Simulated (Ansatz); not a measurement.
`[F][Sn][Br]` + CH₃OH → `C[O][Sn][F]` + HBr  (ligand exchange at the Sn–Br bond)

Computed with Ansatz on PBE0-D4/def2-TZVP structures; ΔE is electronic, products minus reactants. CCSD(T)/CBS is the MP2 limit (def2-TZVPP, def2-QZVPP) plus CCSD(T) − MP2 in def2-TZVPP, frozen cores. This one scheme is used for every species. Functionals use def2-TZVPP. HSE06 is defined as in plane-wave codes. Elements past krypton have def2 core potentials. For Br, Sn outer-core shells are correlated without core-valence functions, which leaves a few kJ/mol of doubt a bond. Scalar relativity is left out up to krypton. One conformer a species, not always the lowest.

**Question.** Is it downhill or uphill in electronic energy at CCSD(T)/CBS, and by how much? (An estimate is asked.)

**Answer.** The calculation gave: Uphill: ΔE = +68.2 kJ/mol.

**Question.** What do these levels give: HSE06-D4, BLYP, PBE0, r2SCAN0, BHLYP, HF/def2-QZVPP? (Estimate.)

**Answer.** Computed: HSE06-D4 78.4, BLYP 67.7, PBE0 79.3, r2SCAN0 78.0, BHLYP 79.0, HF/def2-QZVPP 87.6 kJ/mol.

Largest T1 diagnostic among the species: 0.017.

At CCSD(T), def2-SVP lies −7.7 kJ/mol from the extrapolated value and def2-TZVPP −5.5 kJ/mol. In def2-TZVPP, CCSD(T) changes the Hartree–Fock value by −25.7 kJ/mol (the triples alone add −3.5 kJ/mol) and MP2 by −24.2 kJ/mol. The D4 term adds −3.2 kJ/mol with B3LYP and −1.8 kJ/mol with PBE0; it sums over pairs of atoms, weighted by their polarisabilities, and B3LYP, whose exchange is more repulsive, gets the larger term.

B3LYP here is the variant with VWN-RPA as its local correlation; programs differ in this.
